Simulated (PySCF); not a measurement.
B(F)(Me)(OMe) (C2H6BFO), SMILES COB(C)F.

Geometry: r2SCAN-D4/def2-SVP. The values are those of a single conformer.

The numbers are results of TDDFT-PBE0/def2-SVPD in PySCF, not measurements.

Vertical excitations. Isolated molecule, no solvent.

Computed lowest excited states:
| state | energy (eV) | λ (nm) | f | main pairs |
|---|---|---|---|---|
| S1 | 8.07 | 154 | 0.011 | HOMO→LUMO+1 43 %, HOMO−1→LUMO+1 41 %, HOMO→LUMO 11 % |
| S2 | 8.21 | 151 | 0.007 | HOMO→LUMO 59 %, HOMO−1→LUMO 36 % |
| S3 | 8.26 | 150 | 0.011 | HOMO−1→LUMO 59 %, HOMO→LUMO 28 %, HOMO−1→LUMO+1 9 % |
| S4 | 8.73 | 142 | 0.118 | HOMO→LUMO+1 50 %, HOMO−1→LUMO+1 45 % |
| S5 | 9.06 | 137 | 0.028 | HOMO→LUMO+2 61 %, HOMO−1→LUMO+2 35 % |
| S6 | 9.15 | 135 | 0.047 | HOMO−1→LUMO+2 61 %, HOMO→LUMO+2 35 % |
| S7 | 9.50 | 131 | 0.019 | HOMO−2→LUMO 40 %, HOMO→LUMO+3 28 %, HOMO−1→LUMO+3 15 %, HOMO−2→LUMO+1 11 % |
| S8 | 9.58 | 129 | 0.006 | HOMO−2→LUMO+1 77 %, HOMO→LUMO+3 12 % |
| S9 | 9.60 | 129 | 0.007 | HOMO−1→LUMO+3 53 %, HOMO→LUMO+3 37 % |
| S10 | 9.77 | 127 | 0.019 | HOMO−2→LUMO 53 %, HOMO−1→LUMO+3 19 %, HOMO→LUMO+3 15 % |
| T1 | 7.50 | 165 | 0 | HOMO→LUMO+1 59 %, HOMO−1→LUMO+1 34 % |
| T2 | 7.56 | 164 | 0 | HOMO−1→LUMO+1 57 %, HOMO→LUMO+1 33 % |
| T3 | 8.05 | 154 | 0 | HOMO→LUMO 63 %, HOMO−1→LUMO 28 % |
| T4 | 8.10 | 153 | 0 | HOMO−1→LUMO 64 %, HOMO→LUMO 29 % |
Triplets are in the Tamm–Dancoff approximation, which puts them higher than full response would, so one can lie above its singlet here.
